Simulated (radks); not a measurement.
Spherical jellium clusters: N electrons in a uniform positive sphere of charge N and radius rs N^(1/3), rs = 3.53 bohr. Calculated with a radial shooting solver with Libxc functionals: non-relativistic Kohn-Sham, LDA (Slater exchange, Perdew-Wang correlation), spin-polarised, spherical densities. Levels are named by radial order and angular momentum (1s, 1p, 1d, 2s, ...), and open shells are averaged over m.

N = 3, configuration 1s2 1p(up 1, down 0). This is the lowest configuration that the search found. Occupied and some empty levels:

level    occupation  eigenvalue (eV)  <r> (bohr)
1s up             1          -4.5022       3.889
1s down           1          -4.1595       3.866
1p up             1          -2.2232       5.380
1p down           0          -1.8712       5.510
2s up             0         -0.58889       9.181
2s down           0         -0.46171       9.818
1d up             0         -0.24241       8.448
1d down           0        -0.044229       9.796

Energy (eV): total -4.08792, kinetic 6.1456, external -53.669, Hartree 25.291, exchange-correlation -10.718, background 28.862.

Electron density:

r (bohr)  n(r) (e/bohr^3)
0.191            0.008253
0.671            0.008124
1.15             0.007846
1.63             0.007408
2.11             0.006805
2.59             0.006048
3.07             0.005171
3.55             0.004232
4.03             0.003305
4.51             0.002460
4.99             0.001750
5.47             0.001200
5.95            0.0008013
6.43            0.0005252
6.91            0.0003398
7.39            0.0002177
7.87            0.0001385
8.35           0.00008773
8.83           0.00005537
9.31           0.00003487
